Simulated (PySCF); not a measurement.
**Removal energies of Pb⁴⁶⁺ from EOM-IP-GCCSD**

Reference: closed-shell Pb⁴⁶⁺, [Kr]; one electron is removed. Calculated with PySCF 2.14, two-component X2C-1e with screened spin-orbit coupling, an uncontracted even-tempered set (18 s from 2.7 bohr⁻², ratio 2.6; 16 p from 3.5 bohr⁻², ratio 2.6; 11 d from 3.5 bohr⁻², ratio 2.6; 5 f from 3.6 bohr⁻², ratio 2.8); frozen [Ar] 3d10; the 114 highest virtual spinors dropped; of the others 74 kept and the rest restored at second order. No Breit or QED terms. Binding energies in eV.

```tsv
level	Koopmans	second order	EOM-CCSD
4p1/2	2707.1	2707.2	2707.2
4p3/2	2542.5	2543.4	2543.6
```

For comparison, the ionisation energy of Pb⁴⁶⁺ is 2543 ± 4 eV (theoretical estimate listed by NIST; NIST Atomic Spectra Database, ionization energies).
